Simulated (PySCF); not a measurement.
I2Se. Atoms are numbered in the order given.

```xyz
3

Se     0.0000     0.0000     1.1865
I      0.0000     2.0209    -0.3806
I      0.0000    -2.0209    -0.3806
```

The structure is a stationary point at B3LYP-D3(BJ)/def2-SVP. The def2 effective core potentials stand for the cores of I; spin–orbit coupling is left out.

The numbers are results of B3LYP-D3(BJ)/def2-SVP in PySCF, not measurements.

Frequencies are harmonic and unscaled.

```csv
mode,ν (cm⁻¹),IR (km/mol),Raman (Å⁴/amu),depolarisation,moving atoms (share of kinetic energy)
1,74,0.0,8.6,0.50,"I 82 %, Se 18 %"
2,231,0.5,13.8,0.10,"Se 58 %, I 42 %"
3,232,17.5,5.0,0.75,"Se 67 %, I 33 %"
```
